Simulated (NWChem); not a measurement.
System: BHOClF; SMILES OB(F)Cl

Excerpt of the output:

```
             Northwest Computational Chemistry Package (NWChem) 7.3.0
             --------------------------------------------------------

 CS  symmetry detected

                             Geometry "geometry" -> ""
                             -------------------------

 Output coordinates in angstroms (scale by  1.889725989 to convert to a.u.)

  No.       Tag          Charge          X              Y              Z
 ---- ---------------- ---------- -------------- -------------- --------------
    1 B                    5.0000     0.00880969    -0.43082904     0.00000000
    2 F                    9.0000    -1.14063513    -1.10286967     0.00000000
    3 Cl                  17.0000    -0.02676324     1.33160346     0.00000000
    4 O                    8.0000     1.19815090    -1.06587432     0.00000000
    5 H                    1.0000     1.09143557    -2.03029195     0.00000000

 Effective nuclear repulsion energy (a.u.)     142.6051210178

      Symmetry information
      --------------------

 Group name             Cs
 Group number              2
 Group order               2
 No. of unique centers     5

  pbe96 is a nonlocal functional; adding pw91lda local functional.

                                 NWChem DFT Module
                                 -----------------

 Summary of "ao basis" -> "ao basis" (spherical)
 ------------------------------------------------------------------------------
       Tag                 Description            Shells   Functions and Types
 ---------------- ------------------------------  ------  ---------------------
 B                         def2-svpd                 8       20   4s2p2d
 F                         def2-svpd                 9       23   4s3p2d
 Cl                        def2-svpd                11       27   5s4p2d
 O                         def2-svpd                 9       23   4s3p2d
 H                         def2-svpd                 4        8   2s2p

      Symmetry analysis of basis
      --------------------------

        a'         71
        a"         30

            General Information
            -------------------
          SCF calculation type: DFT
          Wavefunction type:  closed shell.
          No. of atoms     :     5
          No. of electrons :    40
           Alpha electrons :    20
            Beta electrons :    20
          Charge           :     0
          Spin multiplicity:     1
          Use of symmetry is: off; symmetry adaption is: on
          Maximum number of iterations: 150
          AO basis - number of functions:   101
                     number of shells:    41
          Convergence on energy requested:  1.00D-06
          Convergence on density requested:  1.00D-05
          Convergence on gradient requested:  5.00D-04

              XC Information
              --------------
          PerdewBurkeErnzerhof Exchange Functional  1.000
            Perdew 1991 LDA Correlation Functional  1.000 local
           PerdewBurkeErnz. Correlation Functional  1.000 non-local

             Grid Information
             ----------------
          Grid used for XC integration:  medium
          Radial quadrature: Mura-Knowles
          Angular quadrature: Lebedev.
          Tag              B.-S. Rad. Rad. Pts. Rad. Cut. Ang. Pts.
          ---              ---------- --------- --------- ---------
          B                   0.85       49          10.0       434
          F                   0.50       49          11.0       434
          Cl                  1.00       88          11.0       590
          O                   0.60       49          11.0       434
          H                   0.35       45          12.0       434
          Grid pruning is: on
          Number of quadrature shells:   280
          Spatial weights used:  Erf1

      Superposition of Atomic Density Guess
      -------------------------------------

 Sum of atomic energies:        -658.32453844

      Non-variational initial energy
      ------------------------------

 Total energy =    -659.508729
 1-e energy   =   -1192.663879
 2-e energy   =     390.550029
 HOMO         =      -0.456107
 LUMO         =       0.027745

      Symmetry analysis of molecular orbitals - initial
      -------------------------------------------------

  Numbering of irreducible representations:

     1 a'          2 a"

  Orbital symmetries:

     1 a'          2 a'          3 a'          4 a'          5 a'
     6 a'          7 a"          8 a'          9 a'         10 a'
    11 a'         12 a'         13 a'         14 a'         15 a"
    16 a'         17 a'         18 a"         19 a"         20 a'
    21 a'         22 a"         23 a'         24 a'         25 a"
    26 a'         27 a'         28 a'         29 a"         30 a'

   convergence    iter        energy       DeltaE   RMS-Dens  Diis-err
 ---------------- ----- ----------------- --------- --------- ---------
 d= 0,ls=0.0,diis     1   -660.0948140149 -8.03D+02  1.84D-02  9.70D-01

 !! scf_movecs_sym_adapt:    2 vectors were symmetry contaminated

  Symmetry fudging
 d= 0,ls=0.0,diis     2   -659.9487092871  1.46D-01  1.00D-02  2.68D+00

 !! scf_movecs_sym_adapt:    2 vectors were symmetry contaminated

  Symmetry fudging
 d= 0,ls=0.0,diis     3   -660.1989887479 -2.50D-01  1.82D-03  4.54D-02

 !! scf_movecs_sym_adapt:    2 vectors were symmetry contaminated

  Symmetry fudging
 d= 0,ls=0.0,diis     4   -660.2012430797 -2.25D-03  1.02D-03  1.73D-02

 !! scf_movecs_sym_adapt:    2 vectors were symmetry contaminated

  Symmetry fudging
 d= 0,ls=0.0,diis     5   -660.2030792721 -1.84D-03  2.46D-04  1.66D-03

 !! scf_movecs_sym_adapt:    2 vectors were symmetry contaminated

  Symmetry fudging
  Resetting Diis
 d= 0,ls=0.0,diis     6   -660.2032217648 -1.42D-04  8.55D-05  1.30D-04
 d= 0,ls=0.0,diis     7   -660.2032367810 -1.50D-05  1.73D-05  1.47D-06
 d= 0,ls=0.0,diis     8   -660.2032366142  1.67D-07  1.19D-05  3.32D-06
 d= 0,ls=0.0,diis     9   -660.2032368943 -2.80D-07  2.64D-06  1.85D-07

         Total DFT energy =     -660.203236894312
      One electron energy =    -1194.858100032041
           Coulomb energy =      443.378489799187
    Exchange-Corr. energy =      -51.328747679260
 Nuclear repulsion energy =      142.605121017801

 Numeric. integr. density =       40.000001541940

                  Occupations of the irreducible representations
                  ----------------------------------------------

                     irrep           alpha         beta
                     --------     --------     --------
                     a'               16.0         16.0
                     a"                4.0          4.0

                       DFT Final Molecular Orbital Analysis
                       ------------------------------------

 Vector   18  Occ=2.000000D+00  E=-3.486467D-01  Symmetry=a"
              MO Center=  5.4D-01, -8.2D-01,  5.9D-11, r^2= 2.0D+00
   Bfn.  Coefficient  Atom+Function         Bfn.  Coefficient  Atom+Function
  ----- ------------  ---------------      ----- ------------  ---------------
    77      0.508213  4 O  pz                80      0.331625  4 O  pz
    27      0.322856  2 F  pz                30     -0.210551  2 F  pz
    57      0.172257  3 Cl pz                 7     -0.158748  1 B  pz
    54      0.140311  3 Cl pz                51      0.081646  3 Cl pz
    83      0.057769  4 O  pz                33     -0.049993  2 F  pz

 Vector   19  Occ=2.000000D+00  E=-3.038698D-01  Symmetry=a"
              MO Center=  1.6D-01,  8.8D-01, -5.7D-10, r^2= 2.1D+00
   Bfn.  Coefficient  Atom+Function         Bfn.  Coefficient  Atom+Function
  ----- ------------  ---------------      ----- ------------  ---------------
    57      0.556709  3 Cl pz                54      0.443600  3 Cl pz
    77     -0.268978  4 O  pz                51      0.255261  3 Cl pz
    80     -0.180498  4 O  pz                60      0.088298  3 Cl pz
    27      0.052669  2 F  pz                83     -0.043986  4 O  pz
     7     -0.036552  1 B  pz                12      0.034401  1 B  d -1

[...]

                                NWChem TDDFT Module
                                -------------------

            General Information
            -------------------
           No. of orbitals :     202
            Alpha orbitals :     101
             Beta orbitals :     101
        Alpha frozen cores :       0
         Beta frozen cores :       0
     Alpha frozen virtuals :       0
      Beta frozen virtuals :       0
         Spin multiplicity :       1
    Number of AO functions :     101
        Use of symmetry is : off
      Symmetry adaption is : on
         Schwarz screening :  0.10D-07

              XC Information
              --------------
   PerdewBurkeErnzerhof Exchange Functional   1.00
     Perdew 1991 LDA Correlation Functional   1.00 local
    PerdewBurkeErnz. Correlation Functional   1.00 non-local

             TDDFT Information
             -----------------
          Calculation type : Tamm-Dancoff TDDFT
         Wavefunction type : Restricted singlets
          No. of electrons :      40
           Alpha electrons :      20
            Beta electrons :      20
              No. of roots :       6
          Max subspacesize :    5200
            Max iterations :     100
               Target root :       1
           Target symmetry : none
      Symmetry restriction : off
                 Algorithm : Optimal
        Davidson threshold :  0.10D-03

    6 smallest eigenvalue differences (eV)
--------------------------------------------------------
  No. Spin  Occ  Vir  Irrep   E(Occ)    E(Vir)   E(Diff)
--------------------------------------------------------
    1    1   20   21 a'       -0.295    -0.035     7.078
    2    1   20   22 a"       -0.295    -0.031     7.182
    3    1   19   21 a"       -0.304    -0.035     7.320
    4    1   19   22 a'       -0.304    -0.031     7.425
    5    1   20   23 a'       -0.295     0.019     8.534
    6    1   18   21 a"       -0.349    -0.035     8.538
--------------------------------------------------------

  Entering Davidson iterations
  Restricted singlet excited states

  Iter   NTrls   NConv    DeltaV     DeltaE      Time
  ----  ------  ------  ---------  ---------  ---------
    1      6       0     0.16E+00   0.10+100        6.1
    2     12       0     0.11E+00   0.10E-01        6.4
    3     18       1     0.23E-01   0.15E-01        6.4
    4     23       2     0.73E-02   0.82E-03        7.3
    5     27       4     0.17E-02   0.55E-04        5.6
    6     29       4     0.18E-03   0.20E-05        5.3
    7     31       6     0.68E-04   0.23E-07        4.8
  ----  ------  ------  ---------  ---------  ---------
  Convergence criterion met

  Ground state a'       -660.203236894312 a.u.

  ----------------------------------------------------------------------------
  Root   1 singlet a'             0.261647870 a.u.                7.1198 eV
  ----------------------------------------------------------------------------
     Transition Moments    X  0.29552   Y -0.06402   Z  0.00000
     Dipole Oscillator Strength                    0.0159479987
     Electric Quadrupole                           0.0000000229
     Magnetic Dipole                               0.0000004026
     Total Oscillator Strength                     0.0159484242

     Occ.   20  a'  ---  Virt.   21  a'      -0.99811
  ----------------------------------------------------------------------------
  Root   2 singlet a"             0.266174604 a.u.                7.2430 eV
  ----------------------------------------------------------------------------
     Transition Moments    X -0.00000   Y  0.00000   Z -0.01675
     Dipole Oscillator Strength                    0.0000497561
     Electric Quadrupole                           0.0000000029
     Magnetic Dipole                               0.0000001563
     Total Oscillator Strength                     0.0000499153

     Occ.   19  a"  ---  Virt.   21  a'       0.05623
     Occ.   20  a'  ---  Virt.   22  a"       0.99799
  ----------------------------------------------------------------------------
  Root   3 singlet a"             0.270462811 a.u.                7.3597 eV
  ----------------------------------------------------------------------------
     Transition Moments    X  0.00000   Y  0.00000   Z  0.14660
     Dipole Oscillator Strength                    0.0038748940
     Electric Quadrupole                           0.0000001921
     Magnetic Dipole                               0.0000006325
     Total Oscillator Strength                     0.0038757186

     Occ.   19  a"  ---  Virt.   21  a'      -0.99761
     Occ.   20  a'  ---  Virt.   22  a"       0.05594
  ----------------------------------------------------------------------------
  Root   4 singlet a'             0.300579017 a.u.                8.1792 eV
  ----------------------------------------------------------------------------
     Transition Moments    X  0.23287   Y -0.74600   Z  0.00000
     Dipole Oscillator Strength                    0.1223830061
     Electric Quadrupole                           0.0000001205
     Magnetic Dipole                               0.0000000154
     Total Oscillator Strength                     0.1223831419

     Occ.   16  a'  ---  Virt.   21  a'      -0.11928
     Occ.   16  a'  ---  Virt.   24  a'       0.07203
     Occ.   16  a'  ---  Virt.   27  a'      -0.06381
     Occ.   17  a'  ---  Virt.   21  a'       0.10256
     Occ.   18  a"  ---  Virt.   22  a"       0.11370
     Occ.   19  a"  ---  Virt.   22  a"       0.90574
     Occ.   19  a"  ---  Virt.   25  a"       0.09549
     Occ.   20  a'  ---  Virt.   23  a'      -0.27235
     Occ.   20  a'  ---  Virt.   24  a'      -0.09181
     Occ.   20  a'  ---  Virt.   26  a'       0.09251
     Occ.   20  a'  ---  Virt.   33  a'      -0.06721
  ----------------------------------------------------------------------------
  Root   5 singlet a"             0.316781090 a.u.                8.6201 eV
  ----------------------------------------------------------------------------
     Transition Moments    X  0.00000   Y  0.00000   Z  0.24077
     Dipole Oscillator Strength                    0.0122430504
     Electric Quadrupole                           0.0000003023
     Magnetic Dipole                               0.0000008773
     Total Oscillator Strength                     0.0122442299

     Occ.   18  a"  ---  Virt.   21  a'      -0.97221
     Occ.   19  a"  ---  Virt.   23  a'       0.22769
  ----------------------------------------------------------------------------
  Root   6 singlet a'             0.317299957 a.u.                8.6342 eV
  ----------------------------------------------------------------------------
     Transition Moments    X  0.30208   Y  0.44856   Z  0.00000
     Dipole Oscillator Strength                    0.0618650826
     Electric Quadrupole                           0.0000005424
     Magnetic Dipole                               0.0000003217
     Total Oscillator Strength                     0.0618659468

     Occ.   16  a'  ---  Virt.   21  a'       0.11590
     Occ.   19  a"  ---  Virt.   22  a"      -0.23660
     Occ.   19  a"  ---  Virt.   25  a"      -0.05565
     Occ.   20  a'  ---  Virt.   23  a'      -0.95045
     Occ.   20  a'  ---  Virt.   26  a'      -0.09486

              Target root =      1
          Target symmetry = none
      Ground state energy =   -660.203236894312
        Excitation energy =      0.261647869536
     Excited state energy =   -659.941589024776

  stored tddft:energy   -659.94158902477636
```

Level: PBE/def2-SVPD, TDA. Geometry: optimised at B3LYP/6-31G* (spherical d).

**Question.** Which NWChem input produces such a log?

**Answer.** This is not unique; one that fits is the input that was run:
```
start job
memory heap 200 mb stack 900 mb global 1100 mb
geometry units angstroms noautoz
  B      0.016730    -0.422621     0.000000
  F     -1.131234    -1.097188     0.000000
  Cl    -0.022719     1.339729     0.000000
  O      1.207465    -1.055049     0.000000
  H      1.102871    -2.019699     0.000000
end
basis spherical
  * library def2-svpd
end
dft
  xc xpbe96 cpbe96
  iterations 150
end
tddft
  cis
  nroots 6
  notriplet
end
task tddft energy
```
